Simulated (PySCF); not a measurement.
## Correlation energy of Ge⁺ (germanium, charge +1)

[Ar] 3d10 4s2 4p1, 2P determinant. Computed with PySCF 2.14 in aug-cc-pVTZ-PP with one added diffuse shell each of s, d, f type with ECP10MDF (7s5p5d3f, 68 functions), with scalar relativity through the core potential. Frozen: 3s2 3p6 3d10; 3 electrons correlated.

```csv
level,correlation energy (mhartree)
CCSD,-51.35
(T),-0.79
CCSD(T),-52.14
```

Diagnostics: T1 = 0.011, D1 = 0.0241, largest double amplitude 0.092.

Is a single reference adequate?

Mostly. T1 lies below 0.03, but a double amplitude of this size points to a near-degeneracy that CCSD handles and MP2 describes poorly.
